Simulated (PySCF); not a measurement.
# Computed properties of C2H6BFO2, SMILES FCB(O)OC

C₂H₆BFO₂, SMILES COB(O)CF. Coordinates come from a r2SCAN-D4/def2-SVP optimisation. This is a generated structure with no PubChem entry under its InChIKey; it may be hypothetical. One conformer was computed; it need not be the lowest. All values are computed for the isolated molecule unless a solvent is named; none is compared with measurement here.

**Structure.** The optimised structure has Cs symmetry. All 30 harmonic modes at r2SCAN-D4/def2-SVP (PySCF) are real, so it is a minimum. With heavy atoms numbered as in [CH3:1][O:2][B:3]([OH:4])[CH2:5][F:6], the shortest bond between them is O2–B3 at 1.355 Å and the longest B3–C5 at 1.586 Å.

**Vibrations.** The strongest infrared lines (harmonic, unscaled, degenerate partners summed) lie at 1536 cm⁻¹ (244 km/mol, B 45 %, H 33 %, O 20 %), 1396 cm⁻¹ (221 km/mol, B 51 %, C 18 %, O 16 %, H 14 %), 1430 cm⁻¹ (177 km/mol, H 63 %, B 20 %, C 13 %). The softest mode is at 48 cm⁻¹ and the zero-point energy is 57.8 kcal/mol.

**Electronic structure.** HF/def2-TZVP (PySCF) places the frontier levels at -12.69 and 3.14 eV, a gap of 15.83 eV, and gives a dipole moment of 1.03 D and a mean polarisability of 41.7 bohr³. PBE/def2-TZVP (PySCF) at the same geometry gives -7.11 and -0.02 eV, so its gap is 8.74 eV narrower. An orbital gap is neither the optical nor the fundamental gap.

**Excitations.** TDA-CAM-B3LYP/def2-SVPD (PySCF) has S1 at 8.02 eV (155 nm, f = 0.013, weak); the most intense of the 10 singlets computed lies at 9.05 eV (f = 0.13). T1 (TDA) is at 7.75 eV, 0.27 eV under S1. TDA-PBE/def2-SVPD (PySCF) puts S1 at 6.75 eV. No vertical singlet excitation falls in the visible range (under 3.1 eV).

**NMR.** GIAO shifts at HF/pcSseg-1 (PySCF) (non-relativistic, atoms alike by connectivity averaged): ¹³C from 51.1 to 72.4 ppm against TMS; ¹H from 3.9 to 5.8 ppm against TMS; ¹⁹F at -252.3 ppm against CFCl3; ¹¹B at 20.0 ppm against BF3.
